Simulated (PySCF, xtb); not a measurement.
GeH₅, SMILES [GeH5-], charge -1.

xtb 6.7.1 with GFN2-xTB at its own geometry gives an orbital gap of 7.42 eV.

The structure is a stationary point at B3LYP-D3(BJ)/def2-TZVPD.

Question: What does r2SCAN/def2-TZVPD (PySCF) give? (The exact figures need the calculation; the answer reports its results.)

Answer: gap 3.17 eV (levels 1.00 and 4.17 eV).
